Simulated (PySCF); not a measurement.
The scaffold SiH2(OH)-X carries different groups X. Isolated molecules, 0 K electronic values unless said otherwise. One relaxed conformer stands for each flexible species; it need not be the lowest. Strings in code marks are SMILES.

Calculation: PBE0-D4/def2-TZVP (PySCF). All candidates: neutral, multiplicity 1. Excitations are Tamm–Dancoff values on a coarser integration grid. The basis has no diffuse functions, so Rydberg states are missing or too high.

```yaml
HOMO–LUMO gap: 6.39 eV
S1 excitation (TDA): 4.81 eV
HOMO: -6.99 eV
```

Task: Name which member has these values.
A. `C[S@](=O)[SiH2]O` (O–S–Si–O torsion -17°, S–Si–O–H torsion 14°)
B. `CC#C[SiH2]O`
C. `CS[SiH2]O` (C–S–Si–O torsion 152°, S–Si–O–H torsion -50°)
D. `O[SiH2]C(F)F` (H–O–Si–C torsion 51°, O–Si–C–F torsion -53°)

Result: A, `C[S@](=O)[SiH2]O` (O–S–Si–O torsion -17°, S–Si–O–H torsion 14°). The others give `O[SiH2]C(F)F` (H–O–Si–C torsion 51°, O–Si–C–F torsion -53°): 8.33 eV, 6.87 eV, -8.48 eV; `CS[SiH2]O` (C–S–Si–O torsion 152°, S–Si–O–H torsion -50°): 6.86 eV, 5.38 eV, -7.00 eV; `CC#C[SiH2]O`: 7.45 eV, 5.71 eV, -7.73 eV
